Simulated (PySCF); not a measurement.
Structure from 2D NMR

Compound of formula C$_{6}$H$_{9}$F$_{3}$O$_{2}$. Correlations simulated from computed shifts and the bond graph:

HSQC (one-bond C–H):
```
  δH    δC
3.65  61.4
2.77  65.2
1.84  20.8
1.61  24.9
0.73  20.8
```

COSY cross peaks (H two or three bonds apart, from the bond graph; peaks can be absent where the dihedral angle is near 90°):
```
  δH    δH
2.77  1.84
2.77  0.73
1.84  0.73
```

HMBC (two and three bonds, from the bond graph):
```
  δH                      δC
3.65                    65.2
2.77  66.1, 61.4, 24.9, 20.8
1.84        66.1, 65.2, 24.9
1.61        66.1, 65.2, 20.8
0.73        66.1, 65.2, 24.9
```

Carbons without hydrogens: δ 132.8, 66.1.

All values are calculated (PySCF 2.14): coordinates at the GFN2-xTB level, shielding tensors at PBE0/pcSseg-1 (GIAO). Isolated molecule, non-relativistic, a single conformation, fast rotation and ring inversion assumed for equivalent nuclei.

δ = σ(ref) − σ, references computed at the same level: 1H (σ = 31.72 ppm), 13C (σ = 186.93 ppm) vs TMS.

Exchangeable hydrogens are left out of these lists.

Assemble the structure.

Results:

`CO[C@@H]1C[C@]1(C)OC(F)(F)F`.

Mapped SMILES: `[CH3:1][O:2][C@@H:3]1[CH2:4][C@:5]1([CH3:6])[O:7][C:8]([F:9])([F:10])[F:11]`; H(Xn) means a hydrogen on atom n. Ha(C4) is cis to O2 on the ring; Hb(C4) is trans to O2 on the ring.

δC 132.8 is C8, a CF3 carbon. δC 66.1 is C5, a three-membered-ring carbon. δC 65.2 is C3, a three-membered-ring carbon (δH 2.77). δC 61.4 is C1, a methyl carbon bonded to O (δH 3.65). δC 24.9 is C6, a methyl carbon (δH 1.61). δC 20.8 is C4, a three-membered-ring carbon (δH 0.73, 1.84). HMBC from δH 2.77 reaches the proton-free carbon C5. HMBC from δH 1.84 reaches the proton-free carbon C5. HMBC from δH 1.61 reaches the proton-free carbon C5. HMBC from δH 0.73 reaches the proton-free carbon C5. COSY links 2.77–1.84, 2.77–0.73, 1.84–0.73.

This is the structure that produced the data.

Shifts are as computed. Against solution values, carbons near 30 ppm lie about +3 ppm off and those near 130 ppm about +5 ppm. Of 1211 compounds with measured shifts, 218 miss one by over three times the rms of a fit or turn the order of signals round; such compounds aren't used in these exercises.
